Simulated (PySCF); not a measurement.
# From computed data to an observable: oscillator strength and radiative lifetime

B(H)(Me)(NH2) (CH6BN), SMILES CBN.

The structure is a stationary point at PBE-D3(BJ)/def2-TZVP. The values are those of a single conformer.

TDA-LC-ωPBE/def2-SVPD (PySCF 2.14.0) puts the first singlet state with f over 0.02 at 8.09 eV (vertical), with the transition dipole (0.000, 0.000, 0.480) in atomic units.

Find the oscillator strength, the wavelength and the radiative lifetime that this transition would have in vacuum if emission retraced absorption.


|μ|² = 0.2304 au, so |μ| = 1.22 D. ΔE = 8.09/27.211 = 0.2973 hartree. f = (2/3) ΔE |μ|² = 0.046 (the program prints 0.046).
λ = 1239.84/8.09 = 153 nm; ν = 65250 cm⁻¹.
Einstein's coefficient A = 0.6670 ν² f s⁻¹ (ν in cm⁻¹) = 1.3e8 s⁻¹, so τ = 1/A = 7.7 ns. This state is S2; the lower singlet has f = 0.003. The figure is the radiative limit of this one transition; relaxation, internal conversion, crossing to triplets and a medium change what is measured.
